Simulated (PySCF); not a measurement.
Vertical excitations of a molecule C₅H₆BF from TDDFT-PBE/def2-SVPD in PySCF, as energy in eV (oscillator strength): 3.90 (0.000), 4.33 (0.077), 5.09 (0.000), 5.96 (0.000), 6.01 (0.107), 6.08 (0.001), 6.50 (0.051), 6.56 (0.000), 6.65 (0.161), 6.83 (0.000). Lowest triplet (TDA): 2.94 eV. The structure is a stationary point at PBE0-D3(BJ)/def2-SVP. Other conformers were not sampled.

Task: Which molecule gave these data?
A) C=C=CB(F)C=C
B) FCB1C=CC=C1
C) C=C=C1CB(F)C1
D) C#CC(=C)B(C)F

Result: D, C#CC(=C)B(C)F
